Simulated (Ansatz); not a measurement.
Job for Ansatz (a first-principles code): U-SVWN5/def2-TZVPP on Re, 2S+1 = 6, a spin state set in the input, which need not be the lowest. Elements past Kr take the def2 small-core potentials; no spin–orbit coupling.

Ansatz 0.2 input:
```yaml
crystal:
  periodic: [false, false, false]
  atoms:
    - {symbol: Re, position_ang: [0.00000000, 0.00000000, 0.00000000]}
basis:
  gaussian:
    orbitals: def2-TZVPP
hamiltonian:
  xc: {name: SVWN5}
magnetization: {spin_polarized: true, initial_magnetization: 5}
scf: {lower_state_search: full}
```

Program output:

```
Functional definition: SVWN5
[...]
integrals: 0.01 GiB planned
340 factors; their error is unknown
mean field: 0.12 GiB planned
mean field evaluation 1: about -2122.8747 eV, gradient 5.5e0 eV
mean field evaluation 2: about -2122.8605 eV, gradient 5.9e0 eV
mean field evaluation 4: about -2123.0214 eV, gradient 9.7e-3 eV
mean field evaluation 8: about -2123.0173 eV, gradient 7.0e-4 eV
mean field evaluation 16: about -2120.9610 eV, gradient 1.1e1 eV
mean field evaluation 32: about -2121.5591 eV, gradient 8.1e-4 eV
mean field evaluation 64: about -2120.1448 eV, gradient 1.7e1 eV
mean field evaluation 96: about -2123.0173 eV, gradient 7.2e-3 eV
mean field evaluation 128: about -2123.0173 eV, gradient 1.4e-4 eV
mean field -2123.01731164 eV, -78.0194471698 hartree, gradient 4.2e-6 eV, S^2 8.762176; 11 other end points of the search recorded, 0 dependent functions left out
reference -2123.01733478 eV, -78.0194480205 hartree; 10, 5 occupied and 46, 51 virtual orbitals, 340 factors
Total energy: -2123.01733478 eV, -78.0194480205 hartree
```

The run converged.

Cost: roughly 3 core-seconds.
